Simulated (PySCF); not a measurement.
## Peak assignment

Molfile (atoms numbered from 1):
```
C4H9O2PSi
     RDKit          3D

 17 17  0  0  0  0  0  0  0  0999 V2000
   -1.8646   -0.9769   -0.6496 C   0  0  0  0  0  0  0  0  0  0  0  0
   -0.6184   -0.9184    0.0011 O   0  0  0  0  0  0  0  0  0  0  0  0
   -0.5405    0.0501    1.0310 C   0  0  2  0  0  0  0  0  0  0  0  0
   -0.5874    1.4855    0.5580 C   0  0  0  0  0  0  0  0  0  0  0  0
   -1.3996    2.3218    0.8546 O   0  0  0  0  0  0  0  0  0  0  0  0
    0.7733    1.6757   -0.0537 C   0  0  0  0  0  0  0  0  0  0  0  0
    1.3782    0.2603    1.0983 Si  0  0  2  0  0  4  0  0  0  0  0  0
    2.0321   -1.4982   -0.0915 P   0  0  0  0  0  0  0  0  0  0  0  0
   -1.7907   -1.7692   -1.3925 H   0  0  0  0  0  0  0  0  0  0  0  0
   -2.6635   -1.2121    0.0628 H   0  0  0  0  0  0  0  0  0  0  0  0
   -2.1031   -0.0282   -1.1430 H   0  0  0  0  0  0  0  0  0  0  0  0
   -1.2439   -0.1740    1.8390 H   0  0  0  0  0  0  0  0  0  0  0  0
    0.7843    1.3601   -1.0955 H   0  0  0  0  0  0  0  0  0  0  0  0
    1.1317    2.6995    0.0022 H   0  0  0  0  0  0  0  0  0  0  0  0
    1.8957    0.7718    2.3720 H   0  0  0  0  0  0  0  0  0  0  0  0
    1.5074   -2.4390    0.7796 H   0  0  0  0  0  0  0  0  0  0  0  0
    3.3022   -1.5967    0.4668 H   0  0  0  0  0  0  0  0  0  0  0  0
  1  2  1  0
  2  3  1  0
  3  4  1  0
  4  5  2  0
  4  6  1  0
  6  7  1  0
  7  8  1  0
  7  3  1  0
  1  9  1  0
  1 10  1  0
  1 11  1  0
  3 12  1  1
  6 13  1  0
  6 14  1  0
  7 15  1  1
  8 16  1  0
  8 17  1  0
M  END
```

PySCF 2.14 calculation with GFN2-xTB structure and shieldings: GIAO PBE0/pcSseg-1; relativity neglected, averaged over atoms made equivalent by symmetry, fast rotation or ring inversion, no solvent model, one conformer.

References, each an isolated molecule treated in the same way: 13C and 1H against TMS.

Q: Assign these signals to the numbered atoms. 13C{1H} NMR (computed): δ 205.9 (C), 94.3 (CH), 62.6 (CH3), 43.5 (CH2).

A: 
205.9 → C4, ketone carbonyl carbon: low-lying n→π* states of the double bond to the heteroatom give a large paramagnetic term (-272 ppm)
94.3 → C3, sp3 CH bonded to O and Si, α to a carbonyl: the inductive effect lowers its shielding
62.6 → C1, methyl carbon bonded to O: pulled downfield by the heteroatom
43.5 → C6, sp3 CH2 bonded to Si, α to a carbonyl: α to the electron-withdrawing carbonyl group

Q: Assign these signals to the numbered atoms. 1H NMR (300 MHz, computed): δ 4.73 (m, 1H), 3.99 (m, 1H), 3.54 (s, 3H), 3.21 (m, 1H), 2.54 (m, 1H), 1.46 (m, 2H).

A: 
4.73 → H15, hydrogen on a silicon bonded to 2 C, P, in a 4-membered ring
3.99 → H12, hydrogen on an sp3 CH bonded to O and Si, α to a carbonyl: its carbon carries O, an electronegative neighbour
3.54 → H9/H10/H11, hydrogen on a methyl carbon bonded to O: its carbon carries O, which withdraws density
3.21 → H13, hydrogen on an sp3 CH2 bonded to Si, α to a carbonyl
2.54 → H14, hydrogen on an sp3 CH2 bonded to Si, α to a carbonyl: α to C=O
1.46 → H16/H17, hydrogen on a phosphorus bonded to Si

Splittings by 31P in the carbon and heteronuclear signals aren't shown, as no couplings were computed. Shifts are as computed. Against solution values, carbons near 30 ppm lie about +3 ppm off and those near 130 ppm about +5 ppm. Of 1309 compounds with measured shifts, 239 miss one by over three times the rms of a fit or turn the order of signals round; such compounds aren't used in these exercises. Multiplicities follow the n + 1 count of equivalent neighbours, as no J values were calculated; m marks all less simple cases, F and P coupling included.
